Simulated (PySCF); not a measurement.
## Telling isomers of C6H10N4Si apart by NMR

Theory: coordinates at the GFN2-xTB level, shielding tensors at PBE0/pcSseg-1 (GIAO), in PySCF (no solvent, fast rotation and ring inversion assumed for equivalent nuclei, a single conformation, no relativistic terms).

δ = σ(ref) − σ, references computed at the same level: 1H (31.72 ppm), 13C (186.93 ppm) vs TMS. Where no couplings were computed, multiplicities follow the n + 1 count of equivalent neighbours, and m marks all less simple cases (inequivalent or close neighbours, rings, F or P nearby). Shifts are as computed. Against solution values, carbons near 30 ppm lie about +3 ppm off and those near 130 ppm about +5 ppm. Of 1211 compounds with measured shifts, 218 miss one by over three times the rms of a fit or turn the order of signals round; such compounds aren't used in these exercises. OH and NH positions are gas-phase values without hydrogen bonding to other molecules.

(1) Tabulate the signals of `C[Si](C)(C)n1ncc(C#N)n1`, `Cc1nn([SiH](C)C)nc1C#N`, `C[Si](C)(C)c1[nH]nnc1C#N` and their relative energies.

(2) What is the quickest way to tell C[Si](C)(C)n1ncc(C#N)n1 from Cc1nn([SiH](C)C)nc1C#N?

(3) What is the quickest way to tell Cc1nn([SiH](C)C)nc1C#N from C[Si](C)(C)c1[nH]nnc1C#N?

(4) What is the quickest way to tell C[Si](C)(C)n1ncc(C#N)n1 from C[Si](C)(C)c1[nH]nnc1C#N?

Answers

(1) 
```json
{"SMILES": "C[Si](C)(C)n1ncc(C#N)n1", "carbon types": "2×C 1×CH 3×CH3", "δC": "148.3, 128.3, 117.9, 0.3", "δH": "8.20 (s, 1H), 0.58 (s, 9H)", "E rel. (kcal/mol)": "0.0"}
{"SMILES": "Cc1nn([SiH](C)C)nc1C#N", "carbon types": "3×C 3×CH3", "δC": "158.6, 129.9, 118.0, 12.7, -1.8", "δH": "5.38 (sept, 1H), 2.69 (s, 3H), 0.73 (d, 6H)", "E rel. (kcal/mol)": "5.8"}
{"SMILES": "C[Si](C)(C)c1[nH]nnc1C#N", "carbon types": "3×C 3×CH3", "δC": "152.7, 131.2, 119.6, -1.8", "δH": "11.00 (br s, 1H), 0.49 (s, 9H)", "E rel. (kcal/mol)": "14.3"}
```

Energies are electronic energies at PBE0/pcSseg-1 on these geometries, without zero-point or thermal terms, each for the one conformer computed, which needn't be the lowest.

(2) Count the carbon signals: 4 against 5. The first has an aromatic CH next to a ring nitrogen at 148.3 ppm, the second a substituted aromatic carbon next to a ring nitrogen (C) at 158.6 ppm. In the proton spectra the most deshielded non-exchanging signals are 8.20 (s, 1H) and 5.38 (sept, 1H).

(3) Count the carbon signals: 5 against 4. The first has a methyl carbon on an aromatic ring (CH3) at 12.7 ppm, the second a substituted aromatic carbon next to a ring nitrogen (C) at 152.7 ppm. Their most deshielded carbons lie at 158.6 and 152.7 ppm. In the proton spectra the most deshielded non-exchanging signals are 5.38 (sept, 1H) and 0.49 (s, 9H).

(4) Both give the same number of carbon signals, but DEPT or the intensities differ. The first has an aromatic CH next to a ring nitrogen at 148.3 ppm, the second a substituted aromatic carbon next to a ring nitrogen (C) at 152.7 ppm. In the proton spectra the most deshielded non-exchanging signals are 8.20 (s, 1H) and 0.49 (s, 9H).
